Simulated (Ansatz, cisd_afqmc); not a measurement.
Species: CHBrF2, charge 0, singlet. CHBrF2 (SMILES FC(F)Br).
B3LYP-D3(BJ)/def2-TZVP minimum from Ansatz (a program for electronic structure):
```
C
F 1 1.3409
F 1 1.3409 2 108.47
H 1 1.0874 2 110.34 3 120.98
Br 1 1.9572 4 108.23 3 120.07
```
Charge 0, spin multiplicity 1.

Atomisation energy term by term, kcal/mol (programs: Ansatz, cisd_afqmc). UHF or UKS for unpaired electrons; spin-orbit terms are left out. Cores are frozen in correlated methods (noble-gas shells, and filled d and f shells in the p block). No relativity. AFQMC/CISD: phaseless, guided by CISD from CCSD amplitudes; bars are statistical, one sigma. Outlying blocks are dropped, and bars are widened where a walk drifts. Over all cases where full CI ran beside it in this data, AFQMC minus full CI had a median of +0.1 mEh and passed +0.4 mEh in a tenth of the cases. CBS(X,Y): correlation extrapolated as X^-3, Hartree-Fock from the larger set (Q,5: extrapolated as (X+1)exp(-9√X)). A bracket is a step between two methods taken in the basis named. Where a partner has so few electrons that a lower coupled-cluster level is exact, that level stands in. Spin-orbit terms, left out, reach several kcal/mol for Br and I, and more for heavier atoms.

```json
[
 {"term": "Hartree-Fock", "basis": "CBS(cc-pVQZ,cc-pV5Z)", "kcal/mol": "265.59"},
 {"term": "CCSD correlation", "basis": "CBS(cc-pVQZ,cc-pV5Z)", "kcal/mol": "125.54"},
 {"term": "(T)", "basis": "CBS(cc-pVQZ,cc-pV5Z)", "kcal/mol": "11.55"},
 {"term": "CCSDT(Q) - CCSD(T)", "basis": "cc-pVDZ", "kcal/mol": "0.63"},
 {"term": "sum: De", "basis": "", "kcal/mol": "403.3"}
]
```

The step beyond CCSD(T) by other levels: AFQMC/CISD in cc-pVTZ 0.48 ± 0.25; AFQMC/CISD in cc-pVQZ 0.76 ± 0.24 kcal/mol.
